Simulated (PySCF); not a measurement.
Static response to an electric field

Compound: C₉H₁₆.
Atom-mapped SMILES: `[CH3:1][CH2:2][C@@H:3]1[CH2:4][CH2:5][C:6]12[CH2:7][CH2:8][CH2:9]2` (hydrogens: H10, H11, H12 on C1; H13, H14 on C2; H15 on C3; H16, H17 on C4; H18, H19 on C5; H20, H21 on C7; H22, H23 on C8; H24, H25 on C9)

Cartesian coordinates in Å at the PBE0-D3(BJ)/def2-SVP level; atoms count from 1:
```
atom  x, y, z in Å
C1    -3.0969   -0.5446    0.2767
C2    -1.6107   -0.8520    0.1777
C3    -0.7421    0.3838    0.2839
C4    -0.7575    1.4320   -0.8481
C5     0.7454    1.6503   -0.6060
C6     0.7857    0.2805    0.1008
C7     1.8111    0.0019    1.2093
C8     2.6776   -0.7326    0.1697
C9     1.4251   -0.8649   -0.7161
H10   -3.3422   -0.0624    1.2368
H11   -3.4154    0.1412   -0.5247
H12   -3.7086   -1.4561    0.1957
H13   -1.4013   -1.3585   -0.7811
H14   -1.3224   -1.5687    0.9676
H15   -0.9361    0.8893    1.2484
H16   -0.9435    0.9503   -1.8222
H17   -1.4310    2.2972   -0.7549
H18    1.4001    1.7979   -1.4795
H19    0.9256    2.4687    0.1095
H20    1.4025   -0.6904    1.9637
H21    2.2394    0.8733    1.7300
H22    3.4258   -0.0622   -0.2798
H23    3.1856   -1.6578    0.4806
H24    1.5332   -0.7215   -1.8031
H25    0.9111   -1.8230   -0.5407
```

Level: B3LYP/def2-SVPD (PySCF), static field, nuclei fixed, core orbitals frozen in the response. The polarisability tensor in these axes (au):

```
x   117.00  -1.27   0.92
y    -1.27  99.96  -2.25
z     0.92  -2.25  94.53
```

**Question.** Diagonalise the tensor; give its mean and Δα, where Δα² is half the sum of the squared differences of the eigenvalues.

**Answer.** Principal values 93.72, 100.63 and 117.14 au; mean 103.83 au = 15.39 Å³ = 17.12 × 10⁻⁴⁰ C²·m²/J; Δα = 20.85 au (20 % of the mean).

**Question.** What is the dipole moment?

**Answer.** 0.10 D at this geometry.

**Question.** Sum over states: ᾱ = Σ f/ω², ω in Eh. What share falls to these 10 lowest TDDFT singlets (eV, f)? 7.20, 0.0124; 7.42, 0.0113; 7.48, 0.0212; 7.64, 0.0272; 7.68, 0.0200; 7.70, 0.0028; 7.72, 0.0042; 7.89, 0.0104; 7.94, 0.0017; 7.98, 0.0026.

**Answer.** They add up to 1.47 au, 1.4 % of the 103.83 au; the largest single term is 0.35 au, from the state at 7.64 eV. Terms in order: 0.18, 0.15, 0.28, 0.35, 0.25, 0.03, 0.05, 0.12, 0.02, 0.03 au. Higher excitations give the rest. The strengths listed sum to 0.114.

**Question.** What would n − 1 = 2πNα be for an ideal gas of these molecules at 350 K and 1 atm, electronic part alone?

**Answer.** N = p/kT = 2.0968 × 10¹⁹ cm⁻³, so n − 1 = 2π × N × 15.39 × 10⁻²⁴ cm³ = 2027 × 10⁻⁶ at long wavelengths.

**Question.** What depolarisation ratio follows for Rayleigh scattering of linearly polarised light, taking the static tensor?

**Answer.** ρ = 3Δα²/(45ᾱ² + 4Δα²) = 1303.7/(485144 + 1738.3) = 0.00268.

**Question.** Directions of the eigenvectors, and the extent of the frame along each?

**Answer.** Largest value along (1.00, -0.08, 0.05), where the nuclei span 6.97 Å; middle along (0.09, 0.94, -0.33), 4.28 Å; least along (-0.02, 0.33, 0.94), 3.85 Å. The response follows the extents in order.

**Question.** Molar refractivity from α?

**Answer.** Lorentz–Lorenz: R = (4π/3)N_A α = 2.5225 cm³/(mol·Å³) × 15.39 Å³ = 38.8 cm³/mol, in the limit of long wavelengths.

Isolated species at its PBE0-D3(BJ)/def2-SVP geometry (one conformer only).
